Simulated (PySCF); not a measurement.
# UHF on Zr+ (zirconium, charge +1)

Configuration: [Kr] 4d2 5s1, high-spin 4F determinant. Computed with PySCF 2.14 in def2-TZVPPD with the def2 core potential (28 electrons) (6s4p3d2f1g, 56 functions), with a scalar-relativistic core potential.

- Total energy: -46.253642 hartree
- One-electron energy: -74.8849 hartree
- Hartree (Coulomb) energy: 33.8738 hartree
- Exchange energy: -5.2425 hartree
- ⟨S²⟩: 3.7552
- ⟨L²⟩: 12.059
- Sum of ⟨r⟩: 18.58 bohr
- Sum of ⟨r²⟩: 40.91 bohr²

```json
{"shell": "4s α", "electrons": "1", "mean orbital energy (eV)": "-76.574", "rms radius, mean of both spins (bohr)": "1.30"}
{"shell": "4s β", "electrons": "1", "mean orbital energy (eV)": "-74.172", "rms radius, mean of both spins (bohr)": "1.30"}
{"shell": "4p α", "electrons": "3", "mean orbital energy (eV)": "-49.135", "rms radius, mean of both spins (bohr)": "1.48"}
{"shell": "4p β", "electrons": "3", "mean orbital energy (eV)": "-45.999", "rms radius, mean of both spins (bohr)": "1.48"}
{"shell": "4d α", "electrons": "2", "mean orbital energy (eV)": "-15.468", "rms radius, mean of both spins (bohr)": "2.29"}
{"shell": "5s α", "electrons": "1", "mean orbital energy (eV)": "-12.445", "rms radius, mean of both spins (bohr)": "3.74"}
```

Energies and moments cover only the electrons outside the core potential.
